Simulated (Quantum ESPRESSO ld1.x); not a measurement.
Results of a calculation; reference values are marked as such.
Species: Nb V. Configuration: [Kr] 4d1 (the NIST ground configuration). Code: ld1.x of Quantum ESPRESSO 7.5. Model: Dirac Kohn-Sham, revPBE, spin-unpolarised, spherical densities, point nucleus; open shells are shared between the two j in proportion to 2j + 1; speed of light set to 13703.6 atomic units (100 times the physical value, a model run). Some entries of the table are withheld. Estimate them.

orbital,occ.,eigenvalue (eV),<r> (bohr),r(max) (bohr)
1s1/2,2,-18407.6,0.03720,0.02460
2s1/2,2,-2574.22,0.1629,0.1376
2p1/2,2,-2368.78,(1),0.1084
2p3/2,4,-2368.77,(2),0.1084
3s1/2,2,-467.174,0.4547,0.4063
3p1/2,2,-389.123,0.4506,0.3940
3p3/2,4,-389.122,0.4506,0.3940
3d3/2,4,(3),0.4316,(4)
3d5/2,6,(5),0.4316,(6)
4s1/2,2,-100.499,1.161,1.049
4p1/2,2,-78.2970,1.259,(7)
4p3/2,4,-78.2967,1.259,(8)
4d3/2,0.4,(9),1.593,1.340
4d5/2,0.6,(10),1.593,1.340

Answer. 
(1) 2p1/2 <r> (bohr): 0.1398
(2) 2p3/2 <r> (bohr): 0.1398
(3) 3d3/2 eigenvalue (eV): -246.660
(4) 3d3/2 r(max) (bohr): 0.3344
(5) 3d5/2 eigenvalue (eV): -246.660
(6) 3d5/2 r(max) (bohr): 0.3344
(7) 4p1/2 r(max) (bohr): 1.118
(8) 4p3/2 r(max) (bohr): 1.118
(9) 4d3/2 eigenvalue (eV): -43.8788
(10) 4d5/2 eigenvalue (eV): -43.8788
